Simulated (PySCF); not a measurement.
## A small calculation by hand: entropy of an ideal gas

F₂H₂OSeSi, SMILES O[Si](F)(F)[SeH].

Geometry: PBE-D3(BJ)/def2-SVP. The structure was generated by enumeration, and PubChem lists no compound with its InChIKey, so it may never have been made. One conformer was computed; it need not be the lowest.

PBE-D3(BJ)/def2-SVP (PySCF 2.14.0) gives the harmonic wavenumbers 142, 160, 166, 248, 271, 297, 327, 458, 644, 784, 807, 953, 965, 2358, 3769 cm⁻¹ and the rotational temperatures 0.1839, 0.0683, 0.0671 K. The molar mass is 163.07 g/mol, the symmetry number 1, the spin multiplicity 1.

### Question
Work out the entropy at 298.15 K and 1 atm in the rigid-rotor, harmonic-oscillator model.

### Answer

Translation (Sackur–Tetrode at 1 atm): S = R[1.5 ln M + 2.5 ln T − 1.16487] = 172.3 J/(mol K).
Rotation: q = (√π/σ) T^1.5/√(θA θB θC) = 314000, S = R[ln q + 3/2] = 117.7 J/(mol K).
Vibration: with u = 1.4388 ν/T, each mode gives R[u/(e^u − 1) − ln(1 − e^−u)]:
```
ν (cm⁻¹)  modes     u  S (J/(mol K))
--------  -----  ----  -------------
142           1  0.69          11.62
160           1  0.77          10.67
166           1  0.80          10.38
248           1  1.20           7.30
271           1  1.31           6.65
297           1  1.43           6.00
327           1  1.58           5.33
458           1  2.21           3.23
644           1  3.11           1.59
784           1  3.78           0.92
807           1  3.89           0.84
953           1  4.60           0.47
965           1  4.66           0.45
```
The stiffer modes add less than 0.005 each. Sum 65.5 J/(mol K).
Spin: R ln 1 = 0.0 J/(mol K).
Total 355.5 J/(mol K); the program's own thermochemistry gives 355.4. Translation makes up 48 % and vibration 18 %. Anharmonicity, hindered rotation and orbital degeneracy are left out.
